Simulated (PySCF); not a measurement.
Compound: C3H2BF3.
Bonds: B1–C2, C2–C3 (triple), C3–C4, C4–F5, C4–F6, C4–F7. Hydrogens: H8, H9 on B1.

Computed with PySCF, PBE0-D3(BJ)/def2-SVP geometry optimisation, gas phase.

Give the optimised bond lengths and angles.

```csv
bond,length (Å)
B1–C2,1.513
C2≡C3,1.219
C3–C4,1.470
"C4–F5, C4–F6, C4–F7",1.331
"B1–H8, B1–H9",1.205
```

Bonds in one row agree within 0.01 Å and their mean is given. A selection of angles:
```csv
angle,degrees
C2–B1–H8,119.6
H8–B1–H9,120.8
B1–C2–C3,179.6
C2–C3–C4,179.4
C3–C4–F5,111.7
C3–C4–F7,110.3
F5–C4–F6,107.7
```

B1 (three-coordinate boron) is planar (angles 120.8°, 119.6° and 119.5°, sum 360.0°, 0.00 Å off the plane of its three neighbours). All 3 C–F bonds measure 1.331 Å. The 2 C–C bonds span 1.219 Å (C2≡C3, drawn triple) to 1.470 Å (C3–C4, drawn single), a spread of 0.251 Å.

Point group: near Cs, missed by 0.30 Å at most; the miss may be what the optimiser left on a soft mode. Whether it is a minimum is left open (no frequencies).
